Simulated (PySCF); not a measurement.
# Radial density of Cu⁺ (copper, charge +1)

r2SCAN, [Ar] 3d10, closed-shell 1S. All numbers are calculated (PySCF 2.14, the spin-free X2C one-electron Hamiltonian (Gaussian nucleus), in jorge-DZP-DKH (8s6p2d1f, 43 functions)).

| r (bohr) | 4πr²ρ (e/bohr) |
| --- | --- |
| 0.000809 | 0.2074 |
| 0.00136 | 0.5385 |
| 0.00229 | 1.309 |
| 0.00385 | 3.118 |
| 0.00648 | 7.078 |
| 0.0109 | 14.66 |
| 0.0183 | 25.84 |
| 0.0308 | 34.81 |
| 0.0518 | 32.25 |
| 0.0872 | 28.34 |
| 0.147 | 39.25 |
| 0.247 | 29.35 |
| 0.415 | 18.13 |
| 0.698 | 21.68 |
| 1.17 | 7.992 |
| 1.98 | 1.303 |
| 3.32 | 0.08011 |

Densities and radii are taken from the X2C orbitals without a picture-change correction, which distorts them close to the nucleus.
